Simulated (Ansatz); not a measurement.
Geometry optimisation, RKS PBE0-D4/def2-SVP in Ansatz.

Input file:

```yaml
crystal:
  periodic: [false, false, false]
  atoms:
    - { symbol: C, position_ang: [-2.31776, -0.49726, -0.42873] }
    - { symbol: B, position_ang: [-1.05027, -0.82085, -0.33972] }
    - { symbol: S, position_ang: [0.7483, -1.20917, -0.17933] }
    - { symbol: C, position_ang: [1.39531, 0.44796, 0.29499] }
    - { symbol: H, position_ang: [-1.73865, -1.6136, -0.85604] }
    - { symbol: H, position_ang: [1.23026, 1.15604, -0.5172] }
    - { symbol: H, position_ang: [2.46438, 0.35996, 0.49351] }
    - { symbol: H, position_ang: [0.88212, 0.8007, 1.18931] }
total_charge: -1
basis:
  gaussian: { orbitals: def2-SVP }
hamiltonian:
  xc: pbe0
  dispersion: d4
relax:
  f_tol: 0.02
  max_steps: 50
output:
  orbitals: {}
```

Run as:

```bash
$ ansatz run input.yaml --threads 1 --pin off --max-ram 2048MiB --backend cpu --events-out ev --progress --plain --runs-dir out
```

Q: Where does it end, and by what steps?

A: The forces met the threshold. Limits of this set-up: an anion without diffuse functions, the dipole of an ion depends on the origin. After 20 steps the energy has fallen by 1.872 eV; H5 moved furthest, 1.44 Å. Parted: B2–H5.

```tsv
step	energy less start (eV)	largest force component (eV/Å)	accepted
0	0.0000	6.474	yes
1	-0.3502	2.074	yes
2	-0.4996	0.717	yes
3	-0.6104	1.283	yes
4	-0.7873	1.599	yes
5	-0.9878	1.341	yes
6	-1.1568	1.396	yes
7	-1.3394	0.992	yes
8	-1.5071	1.245	yes
9	-1.6783	0.732	yes
10	-1.8005	0.616	yes
11	-1.8375	0.616	yes
12	-1.8615	0.078	yes
13	-1.8480	0.917	no
14	-1.8684	0.028	yes
15	-1.8682	0.238	no
16	-1.8702	0.062	yes
17	-1.8714	0.063	yes
18	-1.8717	0.049	yes
19	-1.8716	0.108	no
20	-1.8718	0.002	yes
```

```xyz
8
Properties=species:S:1:pos:R:3
C -1.982 -1.023 -0.766
B -0.747 -1.114 -0.282
S 0.933 -1.256 0.379
C 1.505 0.475 0.371
H -2.987 -0.958 -1.159
H 1.490 0.889 -0.649
H 2.538 0.507 0.757
H 0.863 1.104 1.007
```

Whether the end is a true minimum wasn't checked by a vibrational analysis.

Time of the run: 66 s on 1 thread of AMD EPYC 7R43 64-Core Processor (Zen 3), on a shared host, peak memory 0.16 GiB.
